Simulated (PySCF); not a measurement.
B3LYP has the VWN-RPA correlation part, as in Gaussian. Delta-SCF ions had no search for a lower state. Excitations are Tamm–Dancoff values on a coarser integration grid. The basis has no diffuse functions, so Rydberg states are missing or too high.

Z-matrix (Å, degrees):
```
N
Si 1 1.5778
Si 1 1.6732 2 155.37
C 3 1.7034 1 127.13 2 -32.12
H 4 1.0821 3 123.84 1 0.92
H 4 1.0832 5 115.81 3 176.66
H 3 1.4731 1 112.66 2 148.90
H 2 1.4744 1 121.56 3 174.99
H 2 1.4793 8 112.68 1 -179.90
```
Charge 0, spin multiplicity 1.

### Question
Give the dipole moment, total energy, S1 excitation (TDA), vertical ionisation energy (Delta-SCF), T1 excitation (TDA), LUMO, HOMO and HOMO–LUMO gap at the level B3LYP-D3(BJ)/def2-TZVP run with PySCF.

### Answer

```yaml
dipole_moment: 3.67 D
total_energy: -674.9131 Ha
S1 excitation (TDA): 2.54 eV
vertical ionisation energy (Delta-SCF): 7.51 eV
T1 excitation (TDA): 1.72 eV
LUMO: -2.60 eV
HOMO: -5.49 eV
HOMO–LUMO gap: 2.89 eV
```
